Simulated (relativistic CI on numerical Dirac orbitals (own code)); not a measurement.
## Calculated levels, Mo10+

Calculated at this level of theory: Dirac-Coulomb-Breit CI, separate exchange-only KLI orbitals for each configuration, model QED, unscaled Slater integrals (own radial code, finite nucleus).

Configuration list (outside the closed core [Ar] 3d10): 4s2 4p2, 4s 4p3, 4p4, 4s2 4p 4d, 4s 4p2 4d, 4s2 4p 4f, 4s 4p2 4f, 4p3 4d, 4s2 4p 5s, 4s 4p 4d2, 4s2 4p 5p, 4s2 4d 4f, 4s2 4d2, 4s 4d3, 4s 4d2 4f, 4p2 4d2, 4p 4d3, 4p 4d2 4f, 4p 4d2 5s, 4s2 4f2, 4s 4d 4f2, 4s 4f3, 4s2 4d 5s, 4s 4d2 5s, 4s 4d 4f 5s. Double excitations out of closed p, d and f shells are left out; levels of such configurations are missing from the list, as are those of other unlisted configurations, and high levels can miss mixing partners. These lack a partner that the ground configuration has and come out too high: 4s2 4p 5p.

The lowest level is 4s2 4p2 3P_0, with 89 % of that term; Hund's rules for 4s2 4p2 give 3P with J = 0, in agreement.

```csv
No.,Configuration,Term,J,E (cm⁻¹),%,Next component (%),Landé g,jj configuration (%)
1,4s2 4p2,3P,0,0,89,9 1S,,4p1/2^2 (89)
2,4s2 4p2,3P,1,16941,98,2 4s 4p2 4d 3P,1.501,4p1/2 4p3/2 (98)
3,4s2 4p2,3P,2,26831,70,28 1D,1.358,4p1/2 4p3/2 (83)
4,4s2 4p2,1D,2,54693,70,28 3P,1.142,4p3/2^2 (83)
5,4s2 4p2,1S,0,86984,88,9 3P,,4p3/2^2 (88)
6,4s 4p3,5S°,2,194125,95,4 3P°,1.978,4s 4p1/2 4p3/2^2 (48)
7,4s 4p3,3D°,1,247758,80,9 3P°,0.610,4s 4p3/2 (48)
8,4s 4p3,3D°,2,248544,78,12 3P°,1.222,4s 4p1/2 4p3/2^2 (59)
9,4s 4p3,3D°,3,255164,92,7 4s2 4p 4d 3D°,1.333,4s 4p1/2 4p3/2^2 (92)
10,4s 4p3,3P°,0,283356,93,6 4s2 4p 4d 3P°,,4s 4p1/2 4p3/2^2 (93)
11,4s 4p3,3P°,1,285705,82,9 3D°,1.409,4s 4p1/2 4p3/2^2 (66)
12,4s 4p3,3P°,2,288367,65,13 3D°,1.403,4s 4p3/2^3 (47)
13,4s 4p3,1D°,2,320666,61,24 4s2 4p 4d 1D°,1.062,4s 4p1/2 4p3/2^2 (42)
14,4s 4p3,3S°,1,343757,63,30 1P°,1.658,4s 4p1/2 4p3/2^2 (59)
15,4s 4p3,1P°,1,373148,58,31 3S°,1.320,4s 4p3/2^3 (62)
16,4s2 4p 4d,3F°,2,380242,93,2 4s 4p3 1D°,0.681,4p1/2 4d3/2 (81)
17,4s2 4p 4d,3F°,3,390646,95,2 3D°,1.087,4p1/2 4d5/2 (59)
18,4s2 4p 4d,3F°,4,406814,97,1 4p3 4d 3F°,1.250,4p3/2 4d5/2 (97)
19,4s2 4p 4d,3P°,2,419199,42,29 1D°,1.246,4p1/2 4d5/2 (73)
20,4s2 4p 4d,3D°,1,428812,45,40 3P°,0.970,4p1/2 4d3/2 (74)
21,4s2 4p 4d,1D°,2,437849,39,21 3P°,1.146,4p3/2 4d5/2 (40)
22,4s2 4p 4d,3P°,0,442076,91,6 4s 4p3 3P°,,4p3/2 4d3/2 (91)
23,4s2 4p 4d,3P°,1,446493,49,40 3D°,1.046,4p3/2 4d3/2 (80)
24,4s2 4p 4d,3D°,3,449420,85,6 4s 4p3 3D°,1.316,4p3/2 4d5/2 (50)
25,4s2 4p 4d,3D°,2,450321,60,27 3P°,1.261,4p3/2 4d3/2 (46)
26,4s2 4p 4d,1F°,3,484673,92,4 3D°,1.013,4p3/2 4d5/2 (42)
27,4s2 4p 4d,1P°,1,491522,85,6 4s 4p3 1P°,0.983,4p3/2 4d5/2 (69)
28,4p4,3P,2,511293,58,19 4s 4p2 4d 3P,1.394,4p3/2^2 (73)
29,4p4,3P,0,532439,63,22 4s 4p2 4d 3P,,4p3/2^2 (52)
30,4p4,3P,1,533140,71,27 4s 4p2 4d 3P,1.498,4p1/2 4p3/2^3 (71)
```

Energies count from the lowest computed level; ° marks odd parity. Filled j subshells are mostly left out of the jj labels.

The mean weight of the leading LS term, summed over parents, in these 30 levels is 75 %, and that of the leading jj configuration (from the same eigenvectors) 68 %.

At this charge energies of transitions that change n are usually good to better than 1 %, and those within a shell (Δn = 0) to a few per cent.

LS names give the leading component of a level, which can be under half, so a name can repeat, a term be missing and a line seem to break the LS rules.
